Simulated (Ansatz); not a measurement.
Reaction (ligand exchange at the Si–C bond): `C[SiH](N)N` + `N[SiH3]` → `N[SiH](N)N[SiH3]` + CH₄

Computed with Ansatz on PBE0-D4/def2-TZVP structures; ΔE is electronic, products minus reactants. CBS: MP2 limit from def2 TZ/QZ plus the TZ coupled-cluster correction, frozen cores. This one scheme is used for every species. Each species was taken in one conformer, which may not be the lowest.

```tsv
species	CCSD(T)/CBS(def2) energy (Eh)
`C[SiH](N)N`	-441.43339
`N[SiH3]`	-346.80422
`N[SiH](N)N[SiH3]`	-747.80831
CH₄	-40.46206
```

(1) Work out ΔE.

Largest T1 diagnostic among the species: 0.010.

Results:

(1) ΔE = (-747.80831) + (-40.46206) − (-441.43339) − (-346.80422) = -0.03276 Eh = -20.6 kcal/mol.

The D4 term adds −2.0 kcal/mol with B3LYP and −1.1 kcal/mol with PBE0; it sums over pairs of atoms, weighted by their polarisabilities, and B3LYP, whose exchange is more repulsive, gets the larger term.

B3LYP here is the variant with VWN-RPA as its local correlation; programs differ in this.
